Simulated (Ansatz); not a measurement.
Cost and result for the atomization energy of `[CH3][Al-]([CH3])([OH2+])[Cl]` (13 atoms, 12 bonds).

```json
{"atom": "C1", "x (Å)": "1.557", "y (Å)": "0.002", "z (Å)": "1.185"}
{"atom": "Al2", "x (Å)": "0.265", "y (Å)": "0.215", "z (Å)": "-0.258"}
{"atom": "C3", "x (Å)": "-1.512", "y (Å)": "0.997", "z (Å)": "-0.004"}
{"atom": "O4", "x (Å)": "-0.241", "y (Å)": "-1.665", "z (Å)": "-0.787"}
{"atom": "Cl5", "x (Å)": "1.144", "y (Å)": "0.565", "z (Å)": "-2.213"}
{"atom": "H6", "x (Å)": "1.101", "y (Å)": "-0.429", "z (Å)": "2.081"}
{"atom": "H7", "x (Å)": "2.393", "y (Å)": "-0.640", "z (Å)": "0.893"}
{"atom": "H8", "x (Å)": "1.983", "y (Å)": "0.968", "z (Å)": "1.475"}
{"atom": "H9", "x (Å)": "-2.141", "y (Å)": "0.930", "z (Å)": "-0.898"}
{"atom": "H10", "x (Å)": "-2.057", "y (Å)": "0.536", "z (Å)": "0.828"}
{"atom": "H11", "x (Å)": "-1.431", "y (Å)": "2.062", "z (Å)": "0.236"}
{"atom": "H12", "x (Å)": "-1.194", "y (Å)": "-1.786", "z (Å)": "-0.864"}
{"atom": "H13", "x (Å)": "0.134", "y (Å)": "-1.756", "z (Å)": "-1.676"}
```

Charge 0, multiplicity 1. The structure was optimised at the PBE0-D4/def2-TZVP level. It is one conformer, not always the lowest. Program: Ansatz. All runs use 4 threads of an Intel Xeon on a shared host. Times are those of one run each, without the atoms' runs, and a repeat can differ threefold. Electronic energies, without spin–orbit coupling; frozen cores. CCSD(T)/CBS adds CCSD(T) − MP2 in def2-TZVPP to the MP2 limit, and its time is that of the two runs behind it. T1 = 0.009. B3LYP takes the VWN-RPA correlation (the form of Gaussian; ORCA's B3LYP/G).

CCSD(T)/CBS is a level of theory with its own doubt, some kJ/mol a heavy atom from the limit and from the frozen cores, so smaller differences don't rank the functionals.

```tsv
level	functions	wall time
BLYP-D4/def2-TZVPP	289	11 s
revPBE-D4/def2-TZVPP	289	13 s
r2SCAN-D4/def2-TZVPP (with forces)	289	16 s
CCSD(T)/def2-SVP	118	17 s
B2PLYP/def2-TZVPP	289	19 s
PBE-D4/def2-TZVPP (with forces)	289	19 s
r2SCANh-D4/def2-TZVPP	289	20 s
PBE-QIDH/def2-TZVPP	289	23 s
B3LYP-D4/def2-TZVPP (with forces)	289	23 s
ωB97X-V/def2-TZVPP	289	24 s
MP2/def2-QZVPP	551	110 s
CCSD(T)/def2-TZVPP	289	6.2 min
CCSD(T)/CBS(def2)	–	8.1 min
```

Problem. What atomization energy does each give, and how far from CCSD(T)/CBS? (An estimate is asked.)

Solution. Computed: 
```
                             level  atomization (kJ/mol)  difference from CCSD(T)/CBS  per bond
                BLYP-D4/def2-TZVPP                4606.3                        -63.2      -5.3
              revPBE-D4/def2-TZVPP                4585.7                        -83.8      -7.0
r2SCAN-D4/def2-TZVPP (with forces)                4669.3                         -0.2       0.0
                  CCSD(T)/def2-SVP                4423.8                       -245.7     -20.5
                 B2PLYP/def2-TZVPP                4596.4                        -73.1      -6.1
   PBE-D4/def2-TZVPP (with forces)                4687.0                         17.5       1.5
             r2SCANh-D4/def2-TZVPP                4648.1                        -21.4      -1.8
               PBE-QIDH/def2-TZVPP                4622.0                        -47.5      -4.0
 B3LYP-D4/def2-TZVPP (with forces)                4635.7                        -33.8      -2.8
                ωB97X-V/def2-TZVPP                4654.3                        -15.2      -1.3
                    MP2/def2-QZVPP                4676.7                          7.2       0.6
                CCSD(T)/def2-TZVPP                4555.9                       -113.6      -9.5
                 CCSD(T)/CBS(def2)                4669.5                          0.0       0.0
```

In def2-TZVPP, CCSD(T) changes the Hartree–Fock value by +1059.1 kJ/mol (the triples alone add +54.6 kJ/mol) and MP2 by +1113.1 kJ/mol; breaking electron pairs costs correlation energy, which Hartree–Fock lacks. The D4 term adds +40.4 kJ/mol with B3LYP and +21.7 kJ/mol with PBE0; it sums over pairs of atoms, weighted by their polarisabilities, and B3LYP, whose exchange is more repulsive, gets the larger term. From BLYP to BHLYP (50 % exact exchange), in def2-TZVPP and without D4, the atomization energy moves by −47.1 kJ/mol: exact exchange takes away binding that semilocal exchange gives to molecules.
